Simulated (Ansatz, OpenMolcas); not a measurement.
## How methods differ on GeSiH5Cl (SMILES Cl[SiH2][GeH3])

GeSiH5Cl: 8 atoms, total charge 0, spin state singlet. As SMILES, `Cl[SiH2][GeH3]`. The shape is that of a PBE0-D4/def2-TZVP optimisation.

Each level gives the HOMO–LUMO gap (eV). The values are calculated.

```csv
level,kind,program,value (eV),CPU time
HF/cc-pVDZ,Hartree–Fock,OpenMolcas,13.88,13 s
SVWN5/cc-pVDZ,LDA,OpenMolcas,5.67,41 s
TPSS/cc-pVDZ,meta-GGA,OpenMolcas,6.14,61 s
r2SCAN/cc-pVDZ,meta-GGA,Ansatz,6.40,20 s
BHLYP/cc-pVDZ,global hybrid,OpenMolcas,9.87,48 s
PBE0/cc-pVDZ,global hybrid,OpenMolcas,7.84,45 s
wB97M-V/cc-pVDZ,range-separated hybrid,Ansatz,11.77,95 s
B2PLYP/cc-pVDZ,double hybrid,Ansatz,10.11,18 s
```

All-electron rows without a relativistic Hamiltonian named are non-relativistic. The values span 5.67 to 13.88 eV. Orbital gaps aren't excitation energies, and those of double hybrids come from the SCF part alone; they tend to grow with the share of exact exchange. CPU times are rough (shared hosts, several kinds of processor and program).
